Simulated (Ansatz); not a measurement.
H4B2O, SMILES `BOB` (charge 0, multiplicity 1).

All values below come from frozen-core CCSD(T)/cc-pVDZ // PBE0-D3(BJ)/def2-TZVP (Ansatz, a program for electronic structure).

Ansatz 0.2 input:
```yaml
crystal:
  periodic: [false, false, false]
  atoms:
    - { symbol: B, position_ang: [-1.297309, -0.295818, 0.027049] }
    - { symbol: O, position_ang: [0.000209, -0.00087, 0.000486] }
    - { symbol: B, position_ang: [1.297348, 0.295653, -0.027051] }
    - { symbol: H, position_ang: [-1.81524, -0.49779, 1.087705] }
    - { symbol: H, position_ang: [-1.892563, -0.346858, -1.010783] }
    - { symbol: H, position_ang: [1.621566, 1.446283, 0.043461] }
    - { symbol: H, position_ang: [2.085989, -0.6006, -0.120866] }
basis:
  gaussian: { orbitals: cc-pVDZ }
correlation:
  method: ccsd_t
```

Output:

```
Functional definition: HF
561 factors; integrals over basis functions are off by at most 9.3e-4 eV
mean field evaluation 1: about -3443.7062 eV, gradient 2.8e1 eV
mean field evaluation 2: about -3443.7071 eV, gradient 2.8e1 eV
mean field evaluation 4: about -3445.5169 eV, gradient 2.8e0 eV
mean field evaluation 8: about -3445.5423 eV, gradient 1.6e-4 eV
mean field evaluation 16: about -3445.5421 eV, gradient 1.9e-1 eV
mean field -3445.54227751 eV, -126.6213432261 hartree, gradient 7.8e-7 eV, S^2 0.000000; 0 other end points of the search recorded, 0 dependent functions left out
3 core orbitals not correlated
reference -3445.54227751 eV, -126.6213432261 hartree; 8, 8 occupied and 51, 51 virtual orbitals, 561 factors
second order -9.60299530 eV of doubles, -0.00000000 eV of singles
cycle   1  -10.10372062 eV  change   -5.0e-1 eV  update   8.9e-2
cycle   2  -10.43989324 eV  change   -3.4e-1 eV  update   2.6e-2
cycle   3  -10.53182020 eV  change   -9.2e-2 eV  update   1.7e-2
cycle   4  -10.52216705 eV  change    9.7e-3 eV  update   5.6e-3
cycle   5  -10.52316298 eV  change   -1.0e-3 eV  update   1.8e-3
cycle   6  -10.52320874 eV  change   -4.6e-5 eV  update   3.8e-4
cycle   7  -10.52304431 eV  change    1.6e-4 eV  update   1.2e-4
cycle   8  -10.52302690 eV  change    1.7e-5 eV  update   3.8e-5
cycle   9  -10.52303340 eV  change   -6.5e-6 eV  update   1.2e-5
perturbative correction -0.26024231 eV, -0.0095637283 hartree
Total energy: -3456.32555322 eV, -127.0176212991 hartree
```
